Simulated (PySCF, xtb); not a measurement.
Te(NH2)(OSiH3) (H₅NOSiTe), SMILES N[Te]O[SiH3].

GFN2-xTB in xtb at its own geometry gives an orbital gap of 3.42 eV and a dipole moment of 3.28 D.

Geometry: PBE0-D3(BJ)/def2-SVP. The structure was generated by enumeration, and PubChem lists no compound with its InChIKey, so it may never have been made. The def2 effective core potentials stand for the cores of Te; spin–orbit coupling is left out. One conformer was computed; it need not be the lowest.

What does CAM-B3LYP/def2-TZVP in PySCF give? (An estimate is asked for; the answer gives what the named calculation found.)

gap 7.07 eV (levels -7.54 and -0.48 eV), dipole 1.37 D.
